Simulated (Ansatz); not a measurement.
Geometry optimisation, RKS CAM-B3LYP-D4/def2-SVP in Ansatz 0.2.0.

input.yaml

```yaml
crystal:
  periodic: [false, false, false]
  atoms:
    - { symbol: C, position_ang: [-0.6298, 1.314, -0.7264] }
    - { symbol: Ge, position_ang: [0.2361, -0.2301, -0.0904] }
    - { symbol: "N", position_ang: [1.0305, 0.1563, 1.5248] }
    - { symbol: "N", position_ang: [-0.9192, -1.5945, 0.1422] }
    - { symbol: H, position_ang: [-1.1664, 1.1241, -1.7246] }
    - { symbol: H, position_ang: [-1.445, 1.6857, -0.0005] }
    - { symbol: H, position_ang: [0.0825, 2.181, -0.874] }
    - { symbol: H, position_ang: [1.3495, -0.6449, -1.1284] }
    - { symbol: H, position_ang: [1.7799, 0.911, 1.3901] }
    - { symbol: H, position_ang: [1.59, -0.7027, 1.8415] }
    - { symbol: H, position_ang: [-0.39592, -2.453, 0.47725] }
    - { symbol: H, position_ang: [-1.62666, -1.35968, 0.84598] }
basis:
  gaussian: { orbitals: def2-SVP }
hamiltonian:
  xc: cam_b3lyp
  dispersion: d4
relax:
  f_tol: 0.015
  max_steps: 40
```

Launched with:

```bash
$ ansatz run input.yaml --threads 2 --pin off --max-ram 3072MiB --backend cpu --events-out ev --progress --plain --runs-dir out
```

Q: Where does it end, and by what steps?

A: The forces met the threshold. After 13 steps the energy has fallen by 0.385 eV; H11 moved furthest, 0.42 Å.

| step | energy less start (eV) | largest force component (eV/Å) | accepted |
| --- | --- | --- | --- |
| 0 | 0.0000 | 2.516 | yes |
| 1 | -0.3172 | 1.031 | yes |
| 2 | -0.3659 | 0.167 | yes |
| 3 | -0.3533 | 0.391 | no |
| 4 | -0.3778 | 0.073 | yes |
| 5 | -0.3808 | 0.121 | yes |
| 6 | -0.3826 | 0.105 | yes |
| 7 | -0.3825 | 0.140 | no |
| 8 | -0.3834 | 0.153 | yes |
| 9 | -0.3843 | 0.068 | yes |
| 10 | -0.3844 | 0.028 | yes |
| 11 | -0.3845 | 0.022 | yes |
| 12 | -0.3846 | 0.027 | yes |
| 13 | -0.3846 | 0.004 | yes |

```xyz
12
Properties=species:S:1:pos:R:3
C -0.599 1.347 -0.728
Ge 0.283 -0.262 -0.099
N 1.091 0.190 1.489
N -0.946 -1.586 0.179
H -1.135 1.139 -1.664
H -1.325 1.697 0.021
H 0.125 2.155 -0.911
H 1.247 -0.836 -1.163
H 1.570 1.087 1.509
H 1.690 -0.513 1.913
H -0.600 -2.539 0.116
H -1.515 -1.490 1.016
```

Whether the end is a true minimum wasn't checked by a vibrational analysis.

Run time: 54 s on 2 threads of Arm Neoverse V1, on a shared host, peak memory 0.33 GiB.
